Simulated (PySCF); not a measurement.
SMILES O=C1CCCCC1 (C6H10O), singlet at its GFN2-xTB optimised geometry (Å):

```
17

O      0.9215    -1.9015    -1.9837
C      0.1917    -1.3394    -1.2075
C      0.6933    -0.5821     0.0000
C      0.1486     0.8487     0.0000
C     -1.3739     0.8444    -0.0763
C     -1.8346     0.1191    -1.3354
C     -1.3124    -1.3199    -1.3518
H      0.3457    -1.1020     0.8963
H      1.7843    -0.5821     0.0000
H      0.4813     1.3636     0.9035
H      0.5544     1.3863    -0.8598
H     -1.7459     1.8707    -0.0847
H     -1.7843     0.3464     0.8054
H     -2.9251     0.1099    -1.3897
H     -1.4605     0.6458    -2.2161
H     -1.5940    -1.8245    -2.2772
H     -1.7418    -1.8707    -0.5111
```

Level of theory: PBE0/def2-SVP (PySCF).

Map of the electrostatic potential (hartree/e), clipped to [-0.08, 0.12] on the plane z = 1.2 Å:

```
|00000000000000000000000000000|
|00000011111000000000000000000|
|00000111111111110000000000000|
|00001111111111111110000000000|
|00001111111111111111000000000|
|00001111111111111111100000000|
|00001111111111233321110000000|
|00000111111112589632110000000|
|00000111111124999962110000000|
|00001111222235999983110000000|
|11111123443335999972110000000|
|11111259975335899842111000000|
|11112499996334565421111000000|
|11112499997333444321111000000|
|11112499995333344332111100000|
|11112357864333466532111100000|
|11111233433235999742111100000|
|11111222222248999942111000000|
|11111122222349999942110000000|
|11111112222248999931100000000|
|11111112222235899521000000000|
|11111111222223443211000000000|
|11111111112222222110000000000|
|11111111111111111100000000000|
|11111111111111111000000000000|
|01111111111111110000000000000|
|00011111111111000000000000000|
|00000111111000000000000000000|
|00000000000000000000000000000|
```
Scale: ten equal steps from -0.005 (start of '0') to 0.120 (end of '9'), in the order '0123456789'; x runs from -4.00 to 4.00, y from -4.00 (bottom) to 4.00 (top).
